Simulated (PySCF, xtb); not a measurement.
3-fluoro-4-methyl-2H-oxete (C₄H₅FO), SMILES C1OC(C)=C1F.

GFN2-xTB (xtb 6.7.1) at its own geometry gives an orbital gap of 4.75 eV and a dipole moment of 0.86 D.

Geometry: r2SCAN-D4/def2-SVP.

Question: What does r2SCAN/def2-TZVP (PySCF) give? (The exact figures need the calculation; the answer reports its results.)

Answer: gap 5.18 eV (levels -5.15 and 0.03 eV), dipole 0.30 D.
